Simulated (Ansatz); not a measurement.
The same path of ClH₄NOZn (8 atoms, charge 0, multiplicity 1) was run twice with different band settings. Lost on the way: N5–H8. Made: O2–H8.

The calculation used Ansatz 0.2.0, RKS PBE0-D4/def2-SVP.

Relaxed end points:

```xyz
8
Properties=species:S:1:pos:R:3
Zn 0.135 0.018 0.211
O -0.379 -0.063 1.949
H -1.288 -0.298 2.148
Cl -0.167 -0.128 -1.903
N 2.070 0.557 0.902
H 2.834 -0.098 0.744
H 2.416 1.489 0.681
H 1.811 0.528 1.893
```

```xyz
8
Properties=species:S:1:pos:R:3
Zn 0.670 0.075 -0.161
O -0.102 -0.326 1.809
H -0.827 0.148 2.230
Cl -0.623 -0.232 -1.820
N 2.127 0.626 0.915
H 2.943 0.015 0.891
H 2.487 1.563 0.735
H 0.758 0.136 2.026
```

Common settings: movable images 7; climbing image yes; spring 5.0 eV/Å²; optimiser quadratic models (default); start path through a guess of the saddle point; iteration limit 60; end points relaxed.

| run | force threshold |
| --- | --- |
| 1 | 0.05 eV/Å |
| 2 | 0.2 eV/Å |

Q: What does each run give, and how far can it be trusted?

A: Run 1: converged after 12 iterations, highest image 0.630 eV above the first end. A vibrational analysis at the climbing image gives one clearly imaginary mode, 884i cm⁻¹: a first-order saddle point.
Run 2: converged after 8 iterations, highest image 0.640 eV above the first end. The threshold of 0.2 eV/Å is loose, so the images may lie well off the minimum-energy path. The order of the stationary point at the top wasn't checked.
The orbitals stay closed-shell, which can raise the energy where a bond breaks towards radicals; this wasn't checked here.
